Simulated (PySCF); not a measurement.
# Computed structure and properties of [ErF2]+

System: [ErF2]+ (singlet in the valence; each metal's 4f electrons, 11 of them, lie in its core potential, out of spins and levels); start: template (C2v). Method: PySCF 2.14.0, RKS PBE0, Er lcecp-1-SVP with ECP57, F def2-SVP; non-relativistic Hamiltonian with scalar-relativistic core potentials where named; density fitting; no spin-orbit coupling.

Input of the relaxation:

```python
mol = gto.M(atom='''
Er     0.00000     0.00000    -0.15726
F      1.88590    -0.00000     0.68674
F     -1.88590     0.00000     0.68674''',
    basis={'Er': 'lcecp-1-SVP', 'F': 'def2-SVP'},
    ecp={'Er': 'lcecp-1-SVP'},
    charge=1, spin=0)
mf = dft.RKS(mol, xc='PBE0')
mf.grids.atom_grid = (50, 194)  # f atoms: unpruned, at least (60, 302)
mf = mf.density_fit()  # fitting sets: Er AutoAux, F def2-universal-JKFIT
mf.conv_tol = 1e-08; mf.max_cycle = 55
mf.kernel(dm0)  # dm0: converged density of the start geometry
# quasi-Newton relaxation in Cartesian coordinates to a largest gradient under 0.00045 Eh/bohr, steps kept in the point group
```

Run from Python with OMP_NUM_THREADS=2; the lines above give its settings. Where DIIS fails, smearing, a level shift and second-order steps follow.
It took 5.2 s on 2 threads of AMD EPYC 9R45 96-Core Processor (Zen 5), with other jobs on the host, from the converged density of the start.

Course of the relaxation:

```csv
step,energy above end (eV),largest force component within the symmetry (eV/Å)
0,0.5931,2.842
1,0.1388,0.928
2,0.0638,0.726
3,0.0223,0.346
4,0.0029,0.361
5,0.0003,0.037
6,0.0000,0.005
```

Relaxed geometry (C2v):

```xyz
3

Er    0.0000    0.0000   -0.3179
F     1.5714    0.0000    0.7670
F    -1.5714    0.0000    0.7670
```

```
   contact      Å
Er1–F2 (F)  1.909
Er1–F3 (F)  1.909
```

On the finer grid (75, 302):

```yaml
HOMO: -16.31 eV
LUMO: -8.39 eV
Dipole_about_the_centre_of_mass: 6.23 D
Set_of_Mulliken_populations_of_Er1_outside_the_core_potential: s 2.10, p 6.15, d 1.03, f 0.08
D3_BJ_dispersion_energy_not_in_the_energies: -0.022 eV
```

```csv
atom,Mulliken (e),Löwdin (e),spin (e)
Er1,1.65,1.38,0.00
F2,-0.32,-0.19,0.00
F3,-0.32,-0.19,0.00
```

The 4f levels lie in the core potential and are missing. Their spin isn't counted.

On the grid (50, 194), as all that follows. Harmonic modes: a minimum; lowest 136 cm⁻¹ (negative: unstable), highest 682 cm⁻¹, zero-point energy 0.092 eV.

Taking off one F (charge -1, singlet; the rest: singlet) in vacuum, both parts rigid, costs 17.95 eV; the small basis without counterpoise inflates it. Most of it is the attraction of opposite charges; other ways to part are cheaper, and one spin state was tried for the rest.

Rigid scan of F along the line from its metal:

```csv
distance to F2 (Å),energy (eV)
1.61,2.048
1.71,0.770
1.81,0.163
1.91,0.000
2.01,0.123
2.11,0.423
2.31,1.298
2.61,2.780
3.01,4.531
3.51,6.076
```

One start shape was tried, so this needn't be the lowest isomer.

An lcecp potential fixes the number of 4f electrons, so in runs with it no electron can move into or out of that shell.
